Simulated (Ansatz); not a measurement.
Mulliken charges of `O=C([SiH3])BO` from PBE/def2-TZVPP in Ansatz (PBE0-D4/def2-TZVP geometry).

```
atom   x (Å)   y (Å)   z (Å)  charge (e)
  O1   0.136   1.692   0.113      -0.249
  C2   0.045   0.476   0.028       0.108
 Si3  -0.091  -0.612   1.614       0.186
  B4   0.049  -0.117  -1.489       0.050
  O5   0.151   0.817  -2.437      -0.190
  H6  -0.058   0.233   2.830      -0.037
  H7   1.041  -1.577   1.604      -0.039
  H8  -1.362  -1.380   1.531      -0.038
  H9  -0.030  -1.272  -1.785       0.002
 H10   0.204   1.689  -2.006       0.206
```

Task: By hand: the dipole of these point charges (1 e Å = 4.8032 D).

Result: Σ q r = (-0.017, -0.194, 0.021) e Å, of length 0.196 e Å = 0.94 D.

Task: How does the dipole of the full density compare? (Best estimate.)

Result: Computed: (-0.015, -0.145, 0.133) e Å, 0.95 D; the point charges give 0.99 times that, at 36° from its direction.

Point charges leave out the atoms' own dipoles, such as those of lone pairs, and Mulliken's split depends on the basis, so the two needn't agree.
